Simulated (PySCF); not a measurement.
**Mayer bond orders and bond lengths**

Compound: C₆H₁₃ClOSi.
Atom-mapped SMILES: `[CH2:1]=[CH:2][C@@H:3]([Cl:4])[Si@@H:5]([OH:6])[CH2:7][CH2:8][CH3:9]` (hydrogens: H10, H11 on C1; H12 on C2; H13 on C3; H14 on Si5; H15 on O6; H16, H17 on C7; H18, H19 on C8; H20, H21, H22 on C9)

Geometry (GFN2-xTB, Å), atoms numbered from 1 in this order:
```xyz
22
C6H13ClOSi angstrom
C      3.395    0.543    1.529
C      2.464   -0.173    0.923
C      2.148   -0.067   -0.515
Cl     2.117   -1.717   -1.248
Si     0.430    0.727   -0.892
O      0.188    0.701   -2.498
C     -0.903   -0.213    0.081
C     -2.316    0.281   -0.228
C     -3.372   -0.514    0.532
H      4.012    1.242    0.988
H      3.571    0.468    2.588
H      1.858   -0.873    1.482
H      2.938    0.467   -1.043
H      0.498    2.155   -0.605
H      0.347   -0.088   -3.013
H     -0.851   -1.281   -0.143
H     -0.730   -0.115    1.154
H     -2.394    1.336    0.038
H     -2.501    0.202   -1.300
H     -3.212   -0.432    1.605
H     -4.369   -0.143    0.305
H     -3.328   -1.567    0.259
```

Bond orders from the PBE0/pcSseg-1 density (PySCF). Geometry: GFN2-xTB, one conformer, isolated molecule.

Q: How far do the computed orders between heavy atoms stray from the drawn ones?

A: The largest departure is 0.247, at C3–Si5 (drawn single, 0.753). Drawn single, order below 0.88: C3–Si5 (0.753).

Q: Give the Mayer order of every bond, beside its length.

A: 
| bond | drawn as | length (Å) | Mayer order |
| --- | --- | --- | --- |
| C1–C2 | double | 1.322 | 1.964 |
| C2–C3 | single | 1.477 | 0.985 |
| C3–Cl4 | single | 1.806 | 0.957 |
| C3–Si5 | single | 1.929 | 0.753 |
| Si5–O6 | single | 1.624 | 1.050 |
| Si5–C7 | single | 1.899 | 0.885 |
| C7–C8 | single | 1.528 | 1.031 |
| C8–C9 | single | 1.524 | 1.062 |
| C1–H10 | single | 1.077 | 0.955 |
| C1–H11 | single | 1.076 | 0.952 |
| C2–H12 | single | 1.081 | 0.949 |
| C3–H13 | single | 1.090 | 0.939 |
| Si5–H14 | single | 1.458 | 0.924 |
| O6–H15 | single | 0.956 | 0.930 |
| C7–H16 | single | 1.093 | 0.937 |
| C7–H17 | single | 1.091 | 0.939 |
| C8–H18 | single | 1.091 | 0.950 |
| C8–H19 | single | 1.091 | 0.950 |
| C9–H20 | single | 1.088 | 0.969 |
| C9–H21 | single | 1.088 | 0.969 |
| C9–H22 | single | 1.088 | 0.968 |

By pair of heavy elements: C–C: lowest C2–C3 (0.985, 1.477 Å), highest C1–C2 (1.964, 1.322 Å); in 2 of the 6 pairs the longer bond (by over 0.003 Å) has the higher order (by 0.02 or more). C–Si: lowest C3–Si5 (0.753, 1.929 Å), highest Si5–C7 (0.885, 1.899 Å).

Q: Sum the orders of all bonds at each heavy atom with more than one neighbour and set the sums beside the valence in the SMILES.

A: C1 3.871 (drawn 4), C2 3.898 (drawn 4), C3 3.634 (drawn 4), Si5 3.612 (drawn 4), O6 1.980 (drawn 2), C7 3.792 (drawn 4), C8 3.993 (drawn 4), C9 3.968 (drawn 4). Orders between atoms that aren't bonded are not in these sums.

For a closed shell the Mayer order of atoms A and B is Σ (PS)μν (PS)νμ over the basis functions μ on A and ν on B, with P the density and S the overlap matrix.

These values come from a run that also computed NMR shieldings. The run took 92 s of wall time on one thread of an Intel Xeon at 2.70 GHz (shared host), and the process peaked at 0.97 GiB of memory.
